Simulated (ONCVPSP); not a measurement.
**Ranking ONCV potentials for Yb**

All share these settings but for the change named:

- Element: Yb (Z = 70)
- Generator: ONCVPSP 4.0.1
- Type: optimised norm-conserving Vanderbilt (ONCV)
- Functional: PBEsol
- Relativity: scalar-relativistic
- Frozen core: [Kr] 4d10 4f13
- Valence charge: 11
- Reference configuration: 5s2 5p6 5d1 6s1 (charge +1)
- Partial waves: 5s+6s: rc 1.85 bohr, ncon 4, nbas 8, qcut 5.8 1/bohr, 2 projectors; 5p: rc 1.55 bohr, ncon 3, nbas 6, qcut 6.3 1/bohr, 2 projectors, debl 2.7 Ha; 5d: rc 3.20 bohr, ncon 5, nbas 10, qcut 4.7 1/bohr, 3 projectors, debl 0.9 Ha
- Local potential: polynomial inside 1.45 bohr (lpopt 5, dvloc0 3 Ha)
- Core correction: polynomial model core, fcfact 0.55

Cutoff: the first of the cutoffs (Ha) at which the residual kinetic energy of the hardest occupied pseudo-wave falls to 1 and 0.1 mHa per electron; the density cutoff is not measured.

The base gives 17 Ha.

Of 8 variants that were run, those that failed, showed a ghost or another fault, or gave nearly equal values are left out.

A variant can come out equal or close to the base.

Question: Rank these variants from softest to hardest (loose cutoff).
A. s: qcut 8.6
B. s: qcut 3.7
C. s: qcut 4.2

Answer: C (17 Ha), A (21 Ha), B (28 Ha).
